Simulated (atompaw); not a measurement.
What one change does to a pseudopotential (thulium, PAW (atompaw))

```
Element                 : Tm (Z = 69)
Generator               : atompaw 4.2.0.5
Type                    : PAW
Functional              : PBE
Relativity              : scalar-relativistic
Frozen core             : [Kr] 4d10 5s2
Valence charge          : 21
Reference configuration : 4f12 5p6 5d1 6s2 6p0
Partial waves           : 6s (bound); 6s channel at 2.8 Ry; 5p (bound); 6p (bound, empty); 5d (bound); 5d channel at 4 Ry; 4f (bound); 4f channel at 0.15 Ry
Local potential         : troulliermartins scheme with l = 4 at 0 Ry, radius 2.60 bohr
Core correction         : smooth core density matched at 2.70 bohr
Augmentation charge     : besselshape compensation charge, radius 2.35 bohr; PAW radius 3.00 bohr; waves and projectors: bloechl
```

All-electron outer shells of the reference configuration (PBE, scalar-relativistic, ld1.x):

```tsv
shell	level (eV)	outermost node (bohr)	outermost maximum (bohr)
4d	-178.99	0.24	0.50
5s	-57.66	0.59	1.08
5p	-30.39	0.63	1.24
4f	-9.57	–	0.49
6s	-4.49	1.46	3.17
5d	-1.97	0.71	1.87
6p	-1.34	1.78	4.39
```

Change: all radii scaled by about 1.26 (s 3.78, p 2.90, d 3.78, f 1.14 bohr); local potential troulliermartins scheme with l = 4 at 0 Ry, radius 3.28 bohr; augmentation besselshape compensation charge, radius 2.96 bohr; PAW radius 3.78 bohr; waves and projectors: bloechl; core correction smooth core density matched at 3.40 bohr.

Cutoffs: the cutoffs (Ry, on a coarse ladder) from which the occupation-weighted sum of valence levels, in a spherical-Bessel basis at the reference potential, stays within 10 and 1 mRy of its value at 400 Ry; they do not see the model core or the augmentation charge, which bear on the density cutoff.

Problem. What does the change do?

Solution. The potential gets softer (30 Ry and 40 Ry → 18 Ry and 25 Ry); neither file shows a bound ghost. A larger radius leaves more room for a smooth pseudo-wave, so fewer plane waves are needed.

```csv
quantity,base,changed
"cutoff, loose",30 Ry,18 Ry
"cutoff, tight",40 Ry,25 Ry
loose cutoff by channel (10 mRy a level),"s 6 Ry, p 15 Ry, d 15 Ry, f 21 Ry","s 6 Ry, p 10 Ry, d 10 Ry, f 10 Ry"
bound ghosts,none,none
lowest overlap eigenvalue by channel,"s 0.41, p 0.82, d 0.97, f 0.85","s 0.40, p 0.83, d 0.60, f 0.79"
```

 The cutoffs see the waves, projectors and local potential, not the compensation charge or the core.
